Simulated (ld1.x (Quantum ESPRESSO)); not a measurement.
hafnium: one change to an RRKJ potential, before and after

```json
{
 "Element": "Hf",
 "Generator": "ld1.x (Quantum ESPRESSO) 7.5",
 "Type": "norm-conserving RRKJ (Kleinman–Bylander form)",
 "Functional": "PBE",
 "Relativity": "scalar-relativistic",
 "Frozen core": "[Xe] 4f14",
 "Valence charge": "4",
 "Reference configuration": "5d2 6s2 6p0",
 "Partial waves": "6p (bound, empty): rc 4.20 bohr; 5d (bound): rc 2.25 bohr; 6s (bound): rc 3.10 bohr",
 "Local potential": "the s channel",
 "Core correction": "none",
 "rho0": "0.02"
}
```

Change: all radii scaled by about 1.39 (s 4.32, p 5.86, d 3.14 bohr).

Cutoffs: the cutoffs (Ry, on a coarse ladder) from which the occupation-weighted sum of valence levels, in a spherical-Bessel basis at the reference potential, stays within 10 and 1 mRy of its value at 400 Ry; they do not see the model core or the augmentation charge, which bear on the density cutoff. Errors are all-electron minus pseudo energies relative to the spin-unpolarised reference configuration.

Predict the effect on cutoff, ghosts and configuration errors.

The potential gets softer (21 Ry and 25 Ry → 15 Ry and 18 Ry); of the 7 tests that both files solve, the error grows in 4 and shrinks in 2 by more than 15 % and 0.3 meV (median size 35.9 → 68.8 meV); neither file shows a bound ghost. A larger radius leaves more room for a smooth pseudo-wave, so fewer plane waves are needed.

```tsv
quantity	base	changed
cutoff, loose	21 Ry	15 Ry
cutoff, tight	25 Ry	18 Ry
loose cutoff by channel (10 mRy a level)	d 18 Ry, s 6 Ry	d 12 Ry, s 6 Ry
bound ghosts	none	none
error for 5d2 6s1 6p0, meV [ΔE 7.98 eV]	+5.5	+5.3
error for 5d2 6s0 6p0, meV [ΔE 22.16 eV]	+130	-14
error for 5d1 6s0 6p0, meV [ΔE 43.95 eV]	+289	-49
error for 5d3 6s0 6p0, meV [ΔE 9.99 eV]	+84	+169
error for 5d1 6s2 6p0, meV [ΔE 6.50 eV]	+36	+152
error for 5d1 6s2 6p1, meV [ΔE 1.96 eV]	+19	+128
error for 5d3 6s1 6p0, meV [ΔE 2.59 eV]	+13	+69
```
